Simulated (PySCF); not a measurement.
PySCF input (M06-2X/def2-TZVPD):

```python
from pyscf import gto, scf, dft

mol = gto.M(
    atom='''
    C     1.56348962    0.97603541    0.77472909
    C     0.59807497    0.37896046    0.28393512
    C    -0.53568589   -0.49210624    0.08415472
    O    -1.11572118   -0.50652215   -0.97403390
    H    -0.82950277   -1.12516051    0.93535760
    ''',
    basis='def2-tzvpd',
    charge=0,
    spin=1,
    verbose=4,
)

mf = dft.UKS(mol, xc='m062x').density_fit(auxbasis='def2-universal-jkfit')
mf.grids.level = 4
mf.conv_tol = 1e-9
mf.max_cycle = 100
mf.max_memory = 1500
mf.kernel()
if not mf.converged:
    mf = mf.newton()
    mf.kernel(mf.make_rdm1())
for _ in range(2):
    mo, _, stable, _ = mf.stability(return_status=True)
    if stable:
        break
    mf.kernel(mf.make_rdm1(mo, mf.mo_occ))
mf.analyze()
```

End of the output:

```
Extra cycle  E= -189.926677458399  delta_E= -1.83e-10  |g|= 5.91e-06  |ddm|= 5.48e-05
converged SCF energy = -189.926677458399  <S^2> = 0.78056235  2S+1 = 2.0303323
uhf_internal: lowest eigs of H = [0.04502475 0.06435863 0.20897694]
<class 'pyscf.df.df_jk.DFUKS'> wavefunction is stable in the internal stability analysis
**** SCF Summaries ****
Total Energy =                        -189.926677458398501
Nuclear Repulsion Energy =              82.490176458621178
One-electron Energy =                 -419.793179915329119
Two-electron Energy =                  147.376325998309454
Two-electron Coulomb Energy =          172.363881048861970
DFT Exchange-Correlation Energy =      -24.987555050552519
HOMO-LUMO gap [eV] =                     5.369476460804969
**** MO energy ****
                             alpha | beta                alpha | beta
MO #1   energy= -19.6615768553797  | -19.6617778038421  occ= 1 | 1
MO #2   energy= -10.6756956973421  | -10.6753255113126  occ= 1 | 1
MO #3   energy= -10.6432715425634  | -10.6283640018056  occ= 1 | 1
MO #4   energy= -10.5955617499482  | -10.5948109411797  occ= 1 | 1
MO #5   energy= -1.20757798127707  | -1.20801347562215  occ= 1 | 1
MO #6   energy= -0.911165975000394 | -0.890628872608197 occ= 1 | 1
MO #7   energy= -0.776419722992095 | -0.759511106509635 occ= 1 | 1
MO #8   energy= -0.634534039068104 | -0.630637586797015 occ= 1 | 1
MO #9   energy= -0.563004913219761 | -0.561053924871565 occ= 1 | 1
MO #10  energy= -0.50842857102614  | -0.511937646054168 occ= 1 | 1
MO #11  energy= -0.493254742383629 | -0.377584375755503 occ= 1 | 1
MO #12  energy= -0.396255659644438 | -0.376287252791538 occ= 1 | 1
MO #13  energy= -0.393215297684644 | -0.373997896395268 occ= 1 | 1
MO #14  energy= -0.376467075305193 | -0.176673274383788 occ= 1 | 0
MO #15  energy= -0.0577274974502799 | -0.0469779141150966 occ= 0 | 0
MO #16  energy= -0.000158267556837899 | 0.00634068629094742 occ= 0 | 0
MO #17  energy= 0.0354512147264406 | 0.0366868513178233 occ= 0 | 0
MO #18  energy= 0.04454617018119   | 0.0515739353649408 occ= 0 | 0
MO #19  energy= 0.0602710108537186 | 0.0614859293976248 occ= 0 | 0
MO #20  energy= 0.0712260685981328 | 0.0713147108267314 occ= 0 | 0
MO #21  energy= 0.0776096287493233 | 0.0783741207519353 occ= 0 | 0
MO #22  energy= 0.0965552211349633 | 0.0965447128639678 occ= 0 | 0
MO #23  energy= 0.110375435451093  | 0.11101278170425   occ= 0 | 0
MO #24  energy= 0.129898010550309  | 0.124515656400109  occ= 0 | 0
MO #25  energy= 0.137244235048966  | 0.135512722444952  occ= 0 | 0
MO #26  energy= 0.16257670391775   | 0.156750931479586  occ= 0 | 0
MO #27  energy= 0.193860913798256  | 0.185826762529798  occ= 0 | 0
MO #28  energy= 0.196717203244512  | 0.201180065042419  occ= 0 | 0
MO #29  energy= 0.208029404265712  | 0.205370719203803  occ= 0 | 0
MO #30  energy= 0.221752835348609  | 0.221095491205268  occ= 0 | 0
MO #31  energy= 0.239537316398159  | 0.229351937166844  occ= 0 | 0
MO #32  energy= 0.243023016334822  | 0.232290095107602  occ= 0 | 0
MO #33  energy= 0.249904678950645  | 0.243816490829576  occ= 0 | 0
MO #34  energy= 0.255478258596473  | 0.249067531782553  occ= 0 | 0
MO #35  energy= 0.263983387340671  | 0.262501510981944  occ= 0 | 0
MO #36  energy= 0.299525299869749  | 0.286959162447719  occ= 0 | 0
MO #37  energy= 0.317679112071309  | 0.296196024425119  occ= 0 | 0
MO #38  energy= 0.330883128338873  | 0.328264117261682  occ= 0 | 0
MO #39  energy= 0.344047113719769  | 0.335377730614404  occ= 0 | 0
MO #40  energy= 0.347333131177615  | 0.343753273712484  occ= 0 | 0
MO #41  energy= 0.362153250287689  | 0.358162052823377  occ= 0 | 0
MO #42  energy= 0.378631402712072  | 0.370715032954067  occ= 0 | 0
MO #43  energy= 0.383389199681145  | 0.375488820510064  occ= 0 | 0
MO #44  energy= 0.395507936688529  | 0.390201988773112  occ= 0 | 0
MO #45  energy= 0.400777042888717  | 0.398198609178247  occ= 0 | 0
MO #46  energy= 0.42825445334258   | 0.422129029870639  occ= 0 | 0
MO #47  energy= 0.442717844339819  | 0.445276825260663  occ= 0 | 0
MO #48  energy= 0.464026664508498  | 0.464878583164912  occ= 0 | 0
MO #49  energy= 0.500275997475238  | 0.49547281853845   occ= 0 | 0
MO #50  energy= 0.502857186305209  | 0.496024162045259  occ= 0 | 0
MO #51  energy= 0.525556144297783  | 0.52773263026088   occ= 0 | 0
MO #52  energy= 0.545248379198031  | 0.541439794456959  occ= 0 | 0
MO #53  energy= 0.57266290465528   | 0.571264527444443  occ= 0 | 0
MO #54  energy= 0.590370722866522  | 0.583031482434725  occ= 0 | 0
MO #55  energy= 0.596600305601049  | 0.596854958787406  occ= 0 | 0
MO #56  energy= 0.596978290116409  | 0.600322342868237  occ= 0 | 0
MO #57  energy= 0.620479328703202  | 0.613302750091589  occ= 0 | 0
MO #58  energy= 0.626809009661553  | 0.621909005182862  occ= 0 | 0
MO #59  energy= 0.651141830022411  | 0.651188803066919  occ= 0 | 0
MO #60  energy= 0.693718625816043  | 0.693907573504216  occ= 0 | 0
MO #61  energy= 0.723064882677733  | 0.720655226702434  occ= 0 | 0
MO #62  energy= 0.755136104716018  | 0.745815267632589  occ= 0 | 0
MO #63  energy= 0.761505074451659  | 0.766079604314618  occ= 0 | 0
MO #64  energy= 0.796341388187828  | 0.793386869629313  occ= 0 | 0
MO #65  energy= 0.811195742303112  | 0.809717889420361  occ= 0 | 0
MO #66  energy= 0.864149182605487  | 0.863139708718764  occ= 0 | 0
MO #67  energy= 0.872715809858294  | 0.865272126396278  occ= 0 | 0
MO #68  energy= 0.893397164494541  | 0.89264923725429   occ= 0 | 0
MO #69  energy= 0.918071839130582  | 0.917153521093634  occ= 0 | 0
MO #70  energy= 0.937084013648595  | 0.934382696739773  occ= 0 | 0
MO #71  energy= 0.956411143785357  | 0.956316812234068  occ= 0 | 0
MO #72  energy= 1.02209791426972   | 1.0154529640604    occ= 0 | 0
MO #73  energy= 1.04589037753112   | 1.02679015765117   occ= 0 | 0
MO #74  energy= 1.0699976948993    | 1.07013296549838   occ= 0 | 0
MO #75  energy= 1.17882120393662   | 1.15039428352818   occ= 0 | 0
MO #76  energy= 1.19005115678727   | 1.18756376015726   occ= 0 | 0
MO #77  energy= 1.19639894690285   | 1.18893693763553   occ= 0 | 0
MO #78  energy= 1.24502526248987   | 1.22220782461284   occ= 0 | 0
MO #79  energy= 1.31068578218763   | 1.29889061089374   occ= 0 | 0
MO #80  energy= 1.36816917771657   | 1.35922146711723   occ= 0 | 0
MO #81  energy= 1.44809100695064   | 1.43323437800925   occ= 0 | 0
MO #82  energy= 1.45819137593769   | 1.45498297823345   occ= 0 | 0
MO #83  energy= 1.50974775178556   | 1.51486722800675   occ= 0 | 0
MO #84  energy= 1.57842697198162   | 1.56360163396996   occ= 0 | 0
MO #85  energy= 1.63643051092224   | 1.64008897372534   occ= 0 | 0
MO #86  energy= 1.69662548044667   | 1.69472812148418   occ= 0 | 0
MO #87  energy= 1.72677073991855   | 1.72301579827635   occ= 0 | 0
MO #88  energy= 1.79477856149664   | 1.79452444603732   occ= 0 | 0
MO #89  energy= 1.81607454605536   | 1.80865136796927   occ= 0 | 0
MO #90  energy= 1.82945035171482   | 1.8309344054037    occ= 0 | 0
MO #91  energy= 1.87981229728451   | 1.87469248691568   occ= 0 | 0
MO #92  energy= 1.88550386095007   | 1.88387986048947   occ= 0 | 0
MO #93  energy= 1.9522151077809    | 1.94194870639718   occ= 0 | 0
MO #94  energy= 1.98757769063697   | 1.97556510688753   occ= 0 | 0
MO #95  energy= 1.99116034423096   | 1.98646280328392   occ= 0 | 0
MO #96  energy= 2.04669504896822   | 2.03917963346884   occ= 0 | 0
MO #97  energy= 2.08523355968735   | 2.08197928975178   occ= 0 | 0
MO #98  energy= 2.12961370847068   | 2.12606967215636   occ= 0 | 0
MO #99  energy= 2.3569028120354    | 2.35057407868359   occ= 0 | 0
MO #100 energy= 2.37381834116555   | 2.37073101831668   occ= 0 | 0
MO #101 energy= 2.43140399473459   | 2.42400886286894   occ= 0 | 0
MO #102 energy= 2.46827972866299   | 2.45950238233196   occ= 0 | 0
MO #103 energy= 2.48897116283731   | 2.48525973763219   occ= 0 | 0
MO #104 energy= 2.51468197737649   | 2.51408282459752   occ= 0 | 0
[...]
```

It need not be the lowest isomer of its formula.
